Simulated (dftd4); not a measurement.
C₃H₉N, charge +1, doublet, at a GFN2-xTB geometry (a state made from the parent by changing its charge; the spin is typed, not shown lowest); D4 for tpssh (dftd4).

The dftd4 input:
```
$ dftd4 mol.xyz --func tpssh --charge 1 --json dftd4.json --noedisp --grad

# file mol.xyz
13

C     -1.87761304    -0.02967552     0.29886607
C     -0.54527468    -0.43039412    -0.28775865
N      0.53940486     0.31372074     0.19558742
C      1.87421445     0.14178183    -0.20822487
H     -2.11070859     1.01066545     0.07631984
H     -2.66859392    -0.64768885    -0.11588086
H     -1.88719452    -0.15115959     1.38109159
H     -0.35656097    -1.50775647    -0.11393147
H     -0.57203590    -0.36416711    -1.39247380
H      0.34705931     1.03011919     0.88915306
H      2.28186136     1.07888124    -0.61359215
H      1.96655349    -0.64844603    -0.95182811
H      2.51582523    -0.08676611     0.65473459
```

The log (banner, timings and long lists left out):

```
                    ____  _____ _____     ____  _  _
      -------------|  _ \|  ___|_   _|---|  _ \| || |------------
     |             | | | | |_    | | ___ | | | | || |_           |
     |             | |_| |  _|   | ||___|| |_| |__   _|          |
     |             |____/|_|     |_|     |____/   |_|            |
     |             ===================================           |
     |            E. Caldeweyher, S. Ehlert & S. Grimme          |
     |          Mulliken Center for Theoretical Chemistry        |
     |                    University of Bonn                     |
      -----------------------------------------------------------

Rational (Becke-Johnson) damping: tpssh-D4-ATM
---------------------
  s6         1.0000
  s8         1.8590
  s9         1.0000
  a1         0.4429
  a2         4.6023
 alp        16.0000
--------------------

Dispersion energy:      -7.1879627225574E-03 Eh

Gradient norm:           4.7158421749805E-04 Eh/a0
--------------------------------------------------
     #    Z           dE/dx      dE/dy      dE/dz
--------------------------------------------------
     1    6 C    -2.447E-04 -7.456E-06  3.597E-05
     2    6 C    -1.217E-04 -6.698E-05 -3.823E-05
     3    7 N     1.278E-04  9.088E-06 -1.328E-05
     4    6 C     2.908E-04  2.302E-05 -3.158E-05
     5    1 H    -7.066E-05  1.757E-05  4.990E-06
     6    1 H    -6.488E-05 -9.557E-06  2.577E-06
     7    1 H    -6.610E-05 -4.666E-06  2.990E-05
     8    1 H    -2.558E-05 -4.022E-05  5.359E-06
     9    1 H    -3.213E-05 -4.390E-06 -3.473E-05
    10    1 H     1.280E-05  5.244E-05  4.602E-05
    11    1 H     6.279E-05  1.837E-05 -2.941E-06
    12    1 H     6.736E-05  2.555E-06 -9.967E-06
    13    1 H     6.425E-05  1.022E-05  5.910E-06
--------------------------------------------------

Virial:
--------------------------------------------------
      component           x          y          z
--------------------------------------------------
          x       3.886E-03  3.846E-04 -3.107E-04
          y       3.846E-04  3.654E-04  1.140E-04
          z      -3.107E-04  1.140E-04  3.230E-04
--------------------------------------------------

[Info] Dispersion results written to 'dftd4.txt'
[Info] JSON dump of results written to 'dftd4.json'
```
